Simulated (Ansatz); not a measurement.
Geometry optimisation, RHF/def2-SVP (Ansatz 0.2.0).

Input file:

```yaml
crystal:
  periodic: [false, false, false]
  atoms:
    - { symbol: Br, position_ang: [-2.4176, -1.185, 0.7093] }
    - { symbol: Si, position_ang: [-1.0221, 0.1819, -0.4146] }
    - { symbol: Ge, position_ang: [1.0722, 0.0554, 0.4241] }
    - { symbol: Se, position_ang: [0.5727, -0.9958, -1.6133] }
    - { symbol: H, position_ang: [-1.4083, 1.4785, -0.9939] }
    - { symbol: H, position_ang: [1.2696, -0.9295, 1.6102] }
    - { symbol: H, position_ang: [1.59121, -1.40007, -2.68105] }
basis:
  gaussian: { orbitals: def2-SVP }
hamiltonian:
  xc: hf
relax:
  f_tol: 0.02
  max_steps: 50
```

Command:

```bash
$ ansatz run input.yaml --threads 2 --pin off --max-ram 3072MiB --backend cpu --events-out ev --progress --plain --runs-dir out
```

Question: Where does it end, and by what steps?

Answer: The run converged. After 12 steps the energy has fallen by 2.842 eV; H7 moved furthest, 1.00 Å.

```json
{"step": "0", "energy less start (eV)": "0.0000", "largest force component (eV/Å)": "3.528", "accepted": "yes"}
{"step": "1", "energy less start (eV)": "-1.3689", "largest force component (eV/Å)": "2.296", "accepted": "yes"}
{"step": "2", "energy less start (eV)": "-2.0905", "largest force component (eV/Å)": "0.991", "accepted": "yes"}
{"step": "3", "energy less start (eV)": "-2.4565", "largest force component (eV/Å)": "0.705", "accepted": "yes"}
{"step": "4", "energy less start (eV)": "-2.6552", "largest force component (eV/Å)": "0.476", "accepted": "yes"}
{"step": "5", "energy less start (eV)": "-2.7333", "largest force component (eV/Å)": "0.321", "accepted": "yes"}
{"step": "6", "energy less start (eV)": "-2.8087", "largest force component (eV/Å)": "0.325", "accepted": "yes"}
{"step": "7", "energy less start (eV)": "-2.8268", "largest force component (eV/Å)": "0.189", "accepted": "yes"}
{"step": "8", "energy less start (eV)": "-2.8367", "largest force component (eV/Å)": "0.105", "accepted": "yes"}
{"step": "9", "energy less start (eV)": "-2.8390", "largest force component (eV/Å)": "0.083", "accepted": "yes"}
{"step": "10", "energy less start (eV)": "-2.8410", "largest force component (eV/Å)": "0.024", "accepted": "yes"}
{"step": "11", "energy less start (eV)": "-2.8408", "largest force component (eV/Å)": "0.036", "accepted": "no"}
{"step": "12", "energy less start (eV)": "-2.8419", "largest force component (eV/Å)": "0.018", "accepted": "yes"}
```

```xyz
7
Properties=species:S:1:pos:R:3
Br -2.494 -0.949 0.589
Si -0.728 0.077 -0.327
Ge 1.480 0.214 0.632
Se 0.605 -1.521 -1.493
H -1.256 0.999 -1.350
H 1.100 -0.983 1.582
H 0.951 -0.630 -2.592
```

Whether the end is a true minimum wasn't checked by a vibrational analysis.

The run took 53 s on 2 threads of Arm Neoverse V1 (shared host), peak memory 0.38 GiB.
